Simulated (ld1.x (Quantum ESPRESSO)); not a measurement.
# Varying the TM potential for helium (He)

Base potential:

```
Element                 : helium (He)
Generator               : ld1.x (Quantum ESPRESSO) 7.5
Type                    : norm-conserving Troullier–Martins (Kleinman–Bylander form)
Functional              : LDA (PZ)
Relativity              : scalar-relativistic
Frozen core             : none
Valence charge          : 2
Reference configuration : 1s2
Partial waves           : 1s (bound): rc 0.70 bohr; 2p channel at 0.05 Ry: rc 0.65 bohr
Local potential         : all-electron potential smoothed inside 0.70 bohr (lloc = -1)
Core correction         : none
```

All-electron outer shells of the reference configuration (LDA (PZ), scalar-relativistic, ld1.x):

| shell | level (eV) | outermost node (bohr) | outermost maximum (bohr) |
| --- | --- | --- | --- |
| 1s | -15.52 | – | 0.57 |

Cutoffs, loose and tight: the cutoffs (Ry, on a coarse ladder) from which the occupation-weighted sum of valence levels, in a spherical-Bessel basis at the reference potential, stays within 10 and 1 mRy of its value at 400 Ry. They do not see the model core or the augmentation charge, which bear on the density cutoff. Test errors are all-electron minus pseudo excitation energies from the reference, over the configurations 1s1; 1s1.5 (two spin-polarised tests are not counted in the largest error). A dash means not determined; rows that change the core or the reference have their own tests.

```tsv
change	outcome	cutoff, loose	cutoff, tight	bound ghosts	largest test error (meV)
base	generated	110 Ry	180 Ry	none	+11
wave 2p channel at 0.05 Ry: rc 0.65 bohr becomes 2p channel at 0.05 Ry: rc 0.62 bohr	generated	110 Ry	180 Ry	none	+11
wave 1s (bound): rc 0.70 bohr becomes 1s (bound): rc 0.78 bohr	generated	90 Ry	180 Ry	none	+20
functional PBE	generated	110 Ry	200 Ry	none	+12
wave 2p channel at 0.05 Ry: rc 0.65 bohr becomes 2p channel at 0.79 Ry: rc 0.65 bohr	generated	110 Ry	180 Ry	none	+11
non-relativistic	generated	110 Ry	180 Ry	none	+11
```

(1) What comes out with this change to the base: all radii scaled by about 1.17 (s 0.82, p 0.76 bohr); local potential all-electron potential smoothed inside 0.82 bohr (lloc = -1)?

(2) What comes out with this change to the base: type PAW; waves now 1s (bound): rcut 0.60, rcutus 0.70 bohr; 1s channel at 1.2 Ry: rcut 0.60, rcutus 0.70 bohr; 2p channel at 0.05 Ry: rcut 0.55, rcutus 0.65 bohr; 2p channel at 2.15 Ry: rcut 0.55, rcutus 0.65 bohr; local potential all-electron potential smoothed inside 0.50 bohr (lloc = -1); augmentation PSQ, radius 0.40 bohr?

(3) What comes out with this change to the base: local potential all-electron potential smoothed inside 0.44 bohr (lloc = -1)?

## Answers

(1) outcome: generated; cutoff, loose: 90 Ry; cutoff, tight: 180 Ry; bound ghosts: none; largest test error (meV): +24.

(2) outcome: generated; cutoff, loose: 70 Ry; cutoff, tight: 100 Ry; bound ghosts: none; largest test error (meV): -0.3.

(3) outcome: generated; cutoff, loose: 110 Ry; cutoff, tight: 160 Ry; bound ghosts: none; largest test error (meV): +11.
